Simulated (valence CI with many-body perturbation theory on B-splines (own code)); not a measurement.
**E1 transitions of Eu XXXI**

Method: configuration interaction combined with many-body perturbation theory (CI+MBPT): five valence electrons over a frozen Dirac-Fock core [Ar] 3d10, radial functions for each j: 9 s, 9 p, 8 d, 6 f, 3 g, 1 h, with the one-electron correlation potential Σ1, the two-electron term Σ2, the three-electron term Σ3, Breit, model QED; selected CI, second order for the rest (own B-spline code, finite nucleus).

No measured spectrum was set against this ion. As an estimate, large intervals hold to a few tenths of a per cent, small ones and those within an open d or f shell to about a per cent. Among the levels kept, up to 250 cm⁻¹ of a level comes from second order outside the variational space, and about a tenth of that is noise between levels of different J, which matters for small intervals.

Lines 101 to 150 of 220 in falling wavelength, among levels below 1884500 cm⁻¹, chosen from the strongest by gf and those to the six lowest levels. Wavelengths and rates use the calculated energies. Electric multipoles are in the length gauge, E1 and E2 with the static RPA response of the core. Weak lines are less certain than strong ones. Lines between different terms over intervals too small for the method are left out, as are lines whose strength nearly cancels. Where a level lies close to another of its J and parity, the split of strength between their lines is uncertain. The highest levels of a list are the least certain.

Levels are named by their leading jj configuration (3d3/2^4 stands for four electrons in 3d with j = 3/2), which in mixed levels can hold well under half, so a name can repeat and another be missing. Letters in brackets count levels of one name in rising energy.

```tsv
λ vac (nm)	Upper	Lower	A (s⁻¹)	S (a.u.) with core polarisation	S without
12.07	(4p1/2^2 4p3/2^3) J=3/2	(4s 4p1/2^2 4p3/2^2) J=3/2	1.01e+09	3.52e-03	3.73e-03
12.07	(4s 4p1/2^2 4p3/2 4d5/2) J=5/2	(4s^2 4p1/2^2 4d5/2) J=5/2	3.42e+09	1.78e-02	1.91e-02
12.02	(4s 4p1/2 4p3/2^3) J=3/2 [a]	(4s^2 4p1/2 4p3/2^2) J=5/2	1.77e+09	6.07e-03	6.52e-03
11.99	(4s 4p1/2^2 4p3/2 4d3/2) J=5/2 [b]	(4s^2 4p1/2^2 4d5/2) J=5/2	9.03e+08	4.61e-03	4.97e-03
11.91	(4s^2 4p1/2 4p3/2 4d3/2) J=3/2 [a]	(4s^2 4p1/2 4p3/2^2) J=1/2	2.73e+08	9.09e-04	9.93e-04
11.89	(4s^2 4p1/2 4p3/2 4d3/2) J=1/2 [a]	(4s^2 4p1/2 4p3/2^2) J=1/2	2.54e+09	4.22e-03	4.55e-03
11.86	(4s 4p1/2^2 4p3/2^2) J=5/2	(4s^2 4p1/2^2 4p3/2) J=3/2	8.27e+09	4.09e-02	4.39e-02
11.72	(4s 4p1/2^2 4p3/2 4d5/2) J=3/2	(4s 4p1/2^2 4p3/2^2) J=3/2	1.92e+10	6.11e-02	6.56e-02
11.61	(4s 4p1/2^2 4p3/2 4d3/2) J=3/2	(4s^2 4p1/2^2 4d3/2) J=3/2	5.59e+08	1.72e-03	1.84e-03
11.60	(4s 4p1/2^2 4p3/2 4d3/2) J=1/2	(4s^2 4p1/2^2 4d3/2) J=3/2	2.17e+09	3.35e-03	3.56e-03
11.55	(4s 4p1/2 4p3/2^3) J=3/2 [a]	(4s^2 4p1/2 4p3/2^2) J=3/2	2.91e+10	8.84e-02	9.49e-02
11.52	(4p1/2^2 4p3/2^3) J=3/2	(4s 4p1/2^2 4p3/2^2) J=1/2	2.20e+09	6.65e-03	7.15e-03
11.49	(4s 4p1/2 4p3/2^3) J=5/2	(4s^2 4p1/2 4p3/2^2) J=5/2	1.15e+10	5.16e-02	5.56e-02
11.33	(4s^2 4p1/2 4p3/2 4d3/2) J=3/2 [a]	(4s^2 4p1/2 4p3/2^2) J=5/2	5.78e+09	1.66e-02	1.79e-02
11.26	(4s 4p1/2^2 4p3/2 4d5/2) J=5/2	(4s 4p1/2^2 4p3/2^2) J=3/2	1.55e+10	6.57e-02	7.04e-02
11.21	(4s 4p1/2^2 4p3/2 4d5/2) J=3/2	(4s 4p1/2^2 4p3/2^2) J=1/2	1.19e+09	3.30e-03	3.56e-03
11.20	(4s 4p1/2^2 4p3/2 4d3/2) J=5/2 [b]	(4s 4p1/2^2 4p3/2^2) J=3/2	1.52e+10	6.31e-02	6.76e-02
11.12	(4s 4p3/2^4) J=1/2	(4s^2 4p3/2^3) J=3/2	5.10e+10	6.92e-02	7.43e-02
11.08	(4s^2 4p1/2^2 4d3/2) J=3/2	(4s^2 4p1/2^2 4p3/2) J=3/2	1.34e+10	3.60e-02	3.87e-02
11.07	(4s^2 4p1/2 4p3/2 4d3/2) J=5/2	(4s^2 4p1/2 4p3/2^2) J=5/2	1.26e+10	5.06e-02	5.42e-02
11.06	(4s 4p1/2 4p3/2^3) J=5/2	(4s^2 4p1/2 4p3/2^2) J=3/2	3.19e+08	1.28e-03	1.38e-03
10.99	(4p1/2^2 4p3/2^3) J=3/2	(4s^2 4p1/2^2 4d3/2) J=3/2	4.23e+10	1.11e-01	1.19e-01
10.94	(4s 4p1/2 4p3/2^3) J=1/2	(4s^2 4p1/2 4p3/2^2) J=1/2	2.33e+10	3.01e-02	3.23e-02
10.91	(4s^2 4p1/2 4p3/2 4d3/2) J=3/2 [a]	(4s^2 4p1/2 4p3/2^2) J=3/2	2.30e+09	5.89e-03	6.29e-03
10.89	(4s^2 4p1/2 4p3/2 4d3/2) J=1/2 [a]	(4s^2 4p1/2 4p3/2^2) J=3/2	6.88e+09	8.77e-03	9.44e-03
10.88	(4s 4p1/2^2 4p3/2 4d3/2) J=5/2 [a]	(4s 4p1/2^2 4p3/2^2) J=5/2	6.67e+09	2.54e-02	2.70e-02
10.85	(4s 4p1/2^2 4p3/2 4d3/2) J=3/2	(4s 4p1/2^2 4p3/2^2) J=5/2	6.49e+09	1.64e-02	1.74e-02
10.80	(4s^2 4p1/2 4p3/2 4d3/2) J=7/2	(4s^2 4p1/2 4p3/2^2) J=5/2	1.80e+08	8.95e-04	9.42e-04
10.72	(4s 4p1/2^2 4p3/2 4d3/2) J=7/2	(4s 4p1/2^2 4p3/2^2) J=5/2	1.06e+09	5.15e-03	5.42e-03
10.70	(4s 4p1/2^2 4p3/2 4d5/2) J=3/2	(4s^2 4p1/2^2 4d3/2) J=3/2	4.93e+09	1.19e-02	1.27e-02
10.67	(4s^2 4p1/2 4p3/2 4d3/2) J=5/2	(4s^2 4p1/2 4p3/2^2) J=3/2	7.98e+08	2.87e-03	3.06e-03
10.64	(4s 4p1/2 4p3/2^3) J=3/2 [b]	(4s^2 4p1/2 4p3/2^2) J=1/2	1.25e+10	2.97e-02	3.19e-02
10.58	(4s 4p1/2^2 4p3/2^2) J=1/2	(4s^2 4p1/2^2 4p3/2) J=3/2	6.80e+10	7.96e-02	8.52e-02
10.41	(4s^2 4p1/2 4p3/2 4d5/2) J=7/2 [a]	(4s^2 4p1/2 4p3/2^2) J=5/2	2.94e+08	1.31e-03	1.39e-03
10.37	(4s^2 4p3/2^2 4d3/2) J=1/2	(4s^2 4p3/2^3) J=3/2	1.65e+09	1.82e-03	1.97e-03
10.32	(4s 4p1/2^2 4p3/2 4d5/2) J=5/2	(4s^2 4p1/2^2 4d3/2) J=3/2	1.12e+10	3.63e-02	3.91e-02
10.31	(4p1/2^2 4p3/2^3) J=3/2	(4s 4p1/2^2 4p3/2^2) J=5/2	1.61e+10	3.49e-02	3.73e-02
10.31	(4s^2 4p3/2^2 4d3/2) J=3/2 [a]	(4s^2 4p3/2^3) J=3/2	3.02e+06	6.54e-06	8.00e-06
10.28	(4s^2 4p1/2 4p3/2 4d3/2) J=3/2 [b]	(4s^2 4p1/2 4p3/2^2) J=1/2	6.49e+08	1.39e-03	1.48e-03
10.26	(4s 4p1/2^2 4p3/2 4d3/2) J=5/2 [b]	(4s^2 4p1/2^2 4d3/2) J=3/2	1.94e+10	6.22e-02	6.69e-02
10.25	(4s^2 4p3/2^2 4d3/2) J=5/2	(4s^2 4p3/2^3) J=3/2	5.95e+09	1.90e-02	2.03e-02
10.17	(4s 4p1/2 4p3/2^3) J=3/2 [b]	(4s^2 4p1/2 4p3/2^2) J=5/2	1.18e+11	2.45e-01	2.62e-01
10.16	(4s 4p1/2^2 4p3/2^2) J=3/2	(4s^2 4p1/2^2 4p3/2) J=3/2	1.30e+11	2.69e-01	2.87e-01
10.08	(4s 4p1/2 4p3/2^3) J=1/2	(4s^2 4p1/2 4p3/2^2) J=3/2	1.00e+11	1.02e-01	1.09e-01
10.06	(4s 4p1/2^2 4p3/2 4d5/2) J=3/2	(4s 4p1/2^2 4p3/2^2) J=5/2	3.28e+10	6.60e-02	7.03e-02
9.977	(4s^2 4p1/2 4p3/2 4d3/2) J=1/2 [b]	(4s^2 4p1/2 4p3/2^2) J=1/2	1.17e+06	1.15e-06	1.12e-06
9.928	(4s^2 4p1/2 4p3/2 4d5/2) J=5/2 [a]	(4s^2 4p1/2 4p3/2^2) J=5/2	4.00e+09	1.16e-02	1.23e-02
9.845	(4s^2 4p1/2 4p3/2 4d3/2) J=3/2 [b]	(4s^2 4p1/2 4p3/2^2) J=5/2	3.84e+09	7.23e-03	7.79e-03
9.832	(4s 4p1/2 4p3/2^3) J=3/2 [b]	(4s^2 4p1/2 4p3/2^2) J=3/2	3.19e+10	5.99e-02	6.37e-02
9.803	(4s^2 4p1/2 4p3/2 4d5/2) J=3/2 [a]	(4s^2 4p1/2 4p3/2^2) J=1/2	3.31e+09	6.17e-03	6.63e-03
```
